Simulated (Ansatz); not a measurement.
A made-up structure of C2H4Ge, singlet:

| atom | x (Å) | y (Å) | z (Å) |
| --- | --- | --- | --- |
| C1 | -0.8245 | -0.5572 | -0.2715 |
| C2 | 0.0662 | 0.0572 | -1.0277 |
| Ge3 | 0.4786 | 0.3155 | 0.8200 |
| H4 | -1.7135 | -1.1596 | -0.4161 |
| H5 | 0.2531 | 0.1969 | -2.0859 |
| H6 | 0.1434 | 1.6425 | 1.5034 |
| H7 | -1.4166 | -1.1295 | 0.3959 |

It is relaxed with PBE-D4/def2-SVP and then PBE0-D4/def2-TZVP (Ansatz 0.2.0). Atoms count as bonded within 1.22 times the sum of their covalent radii (H–H: 0.88 Å). The end point is not checked to be a true minimum.

Problem. Does its bonding change? (Judge from chemistry; the calculation decides.)

Solution. The calculation gives: Yes. Formed: none; broken: C1–Ge3, H4–H7.

Where it ends: The first stage lowers the energy by 5.18 eV in 14 steps. It ends as C₂H₄Ge ([CH2][CH][GeH]):
C1  (-1.116, -1.002, -0.443)
C2  (-0.374, 0.110, -0.421)
Ge3  (0.456, 0.613, 1.288)
H4  (-1.617, -1.362, -1.340)
H5  (-0.266, 0.680, -1.341)
H6  (1.157, 1.934, 0.723)
H7  (-1.253, -1.606, 0.452)
(Å)

Labels in which every atom is bracketed show which atoms are joined, not bond orders.

For scale, one of the runs: PBE0-D4/def2-TZVP relaxation, 134 basis functions, launched by `ansatz run in.yaml --threads 2 --pin off --events-out ev --progress --plain --max-ram 4352MiB`. Hardware: 2 CPU threads of an Arm Neoverse V1, shared host. Wall time about 17 s.
